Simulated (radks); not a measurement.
Results of a calculation; reference values are marked as such.
Valence configurations of Ce II (all share [Xe]). Code: a radial shooting solver on a logarithmic mesh with Libxc functionals. Model: scalar-relativistic Kohn-Sham, r2SCAN, spin-polarised, spherical densities, finite nucleus; open shells are filled with parallel spins first (spin-orbit coupling, left out, can overturn this in heavy ions); meta-GGA in the generalised Kohn-Sham scheme; Fermi nuclear charge, rms radius 4.8771 fm. Energies are relative to 4f1 5d2; eigenvalues in eV for spin up.

valence,E (eV),moment (Bohr magnetons),e(4f),e(5d),e(6p),e(6s)
4f1.5 5d1.5,-0.324,3,-6.697,-6.932,-,-
4f1 5d1 6s1,-0.068,3,-11.284,-8.950,-,-9.079
4f1 5d2,0.000,3,-9.083,-7.589,-,-
4f2 5d1,0.147,3,-4.664,-6.326,-,-
4f0.5 5d1.5 6s1,1.621,3,-14.078,-9.716,-,-9.373
4f3,2.732,3,-2.511,-,-,-
4f1 5d1 6p1,3.148,3,-12.349,-9.667,-6.280,-
5d3,3.534,3,-,-8.931,-,-
5d2 6p1,7.912,3,-,-11.233,-6.522,-
5d1 6s1 6p1,9.257,3,-,-12.600,-7.374,-11.189

NIST lists [Xe] 4f1 5d2 as the ground configuration; this level of theory puts 4f1.5 5d1.5 lower, by 0.324 eV. The energies are those of spherical high-spin densities, not of single terms.
